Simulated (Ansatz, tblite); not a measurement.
Forces on MoS₂Cl₂ at its B3LYP-D4/def2-SVP geometry. The state is a singlet with charge 0.

In the def2 sets Mo takes a core potential; there is no spin–orbit coupling. The xTB rows come from tblite. The restricted singlet is unstable towards broken spin symmetry in Hartree–Fock (as tested in another run); at PBE0-D4/def2-TZVP this wasn't settled.

GFN1-xTB (tblite), largest force 1.91 eV/Å:

```xyz
5
positions Å, forces eV/Å
Mo   -0.004    0.001   -0.002    1.629   -0.478    0.868
S    -1.110   -1.216   -1.316   -0.517   -0.660   -0.657
S    -1.014    1.839    0.184   -0.466    0.948    0.133
Cl    2.042    0.374   -0.892   -0.656   -0.139    0.325
Cl    0.085   -0.997    2.026    0.010    0.328   -0.669
```

GFN2-xTB (tblite), largest force 2.54 eV/Å:

```
Mo 2.173 -0.637 1.158
S -0.674 -0.740 -0.800
S -0.616 1.118 0.112
Cl -0.870 -0.171 0.404
Cl -0.013 0.430 -0.874
```

PBE0-D4/def2-TZVP (Ansatz), largest force 0.75 eV/Å:

```
Mo -0.151 0.044 -0.081
S 0.383 0.441 0.465
S 0.348 -0.656 -0.074
Cl -0.551 -0.097 0.234
Cl -0.030 0.268 -0.543
```
